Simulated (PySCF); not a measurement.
# C4H5F4O: g tensor and hyperfine couplings

C₄H₅F₄O (doublet state).
Cartesian coordinates in Å at the GFN2-xTB level; atoms count from 1:
```
atom  x, y, z in Å
C1     1.8196   -0.5927    0.5692
O2     1.0820    0.6080    0.6722
C3     0.3702    0.9300   -0.4823
C4    -0.8380    0.0816   -0.6964
F5    -1.3683    0.0792   -1.9292
C6    -1.8011   -0.2396    0.4010
F7    -1.2823   -1.0876    1.3041
F8    -2.9217   -0.7964   -0.0604
F9    -2.1693    0.8568    1.1026
H10    2.3080   -0.7296    1.5303
H11    2.5738   -0.5203   -0.2228
H12    1.1630   -1.4445    0.3658
H13    0.0662    1.9835   -0.3489
H14    0.9971    0.8712   -1.3876
```

The hyperfine couplings belong to this conformer and change with its torsions.

Identity: `COC[C](F)C(F)(F)F` [radical].

Computed with UKS B3LYP, pcH-1 on C F H O, non-relativistic, mean-field spin-orbit, GIAO (PySCF). Isolated species at its GFN2-xTB geometry (one conformer only). A GFN2-xTB geometry isn't a minimum of the functional, and hyperfine couplings can be far from their values at a DFT geometry. The SCF solution wasn't tested for stability.

```
g1, g2, g3        : 2.00216, 2.00376, 2.00498
g_iso             : 2.00364
Form of g         : rhombic: the two nearest values differ by 43 % of g3 − g1
⟨S²⟩              : 0.7535 (exact 0.7500)
α and β electrons : 37, 36
Total energy      : -629.98377 Eh
```

Hyperfine couplings atom by atom, in MHz; T1 to T3 are the principal values of the dipolar part:

| atom | isotope | a_iso | T1 | T2 | T3 | Mulliken spin population |
| --- | --- | --- | --- | --- | --- | --- |
| C1 | 13C | 0.2 | -1.6 | 0.1 | 1.5 | 0.01 |
| O2 | 17O | -11.8 | -2.4 | 0.8 | 1.7 | 0.00 |
| C3 | 13C | -28.3 | -2.8 | -2.1 | 4.9 | -0.06 |
| C4 | 13C | 163.0 | -83.9 | -81.6 | 165.4 | 0.88 |
| F5 | 19F | 160.6 | -278.3 | -239.3 | 517.6 | 0.08 |
| C6 | 13C | -22.5 | -3.5 | -2.3 | 5.8 | -0.02 |
| F7 | 19F | 65.1 | -36.3 | -36.2 | 72.4 | 0.01 |
| F8 | 19F | -4.5 | -12.6 | -5.5 | 18.1 | 0.00 |
| F9 | 19F | 126.8 | -74.5 | -71.5 | 145.9 | 0.03 |
| H10 | 1H | -0.6 | -1.5 | -1.2 | 2.7 | 0.00 |
| H11 | 1H | -0.1 | -1.7 | -1.6 | 3.3 | 0.00 |
| H12 | 1H | 2.7 | -5.1 | -3.3 | 8.4 | 0.00 |
| H13 | 1H | 127.4 | -5.7 | -1.8 | 7.5 | 0.06 |
| H14 | 1H | 33.1 | -5.9 | -4.7 | 10.6 | 0.01 |

Largest spin populations (Mulliken): C4 (+0.88), F5 (+0.08), H13 (+0.06) and C3 (-0.06). No atom but C4 exceeds +0.15. The angles at C4 add up to 354.3°, so it is nearly planar.

Axes: g3 points within 9° of the C4–C6 bond.

Under fast tumbling the dipolar parts average out, and these isotropic splittings remain: 1 × 19F (F5, I = 1/2, 2 lines) with 5.73 mT, 2 × 1H (H13/H14, I = 1/2, 3 lines) with 2.86 mT and 3 × 19F (F7/F8/F9, I = 1/2, 4 lines) with 2.23 mT.

Means are taken over nuclei equivalent by connectivity, which assumes that they swap fast. The three 19F nuclei of mean +62.5 MHz run from -4.5 to 126.8 MHz in the frozen geometry. The 1H value of +80.3 MHz is a mean of couplings from 33.1 to 127.4 MHz in this one geometry, not an average over conformers.

The 17O coupling of O2 (-11.8 MHz) shows only in satellite lines or after enrichment, since that isotope makes up about 0.038 % of natural oxygen.

The 13C coupling of C4 (163.0 MHz) shows only in satellite lines or after enrichment, since that isotope makes up about 1.07 % of natural carbon.

Hardware: an AMD EPYC 9R45 with one thread, shared host. Cost: 34 s (with the writing of density and orbital grids), 0.97 GiB resident at most.
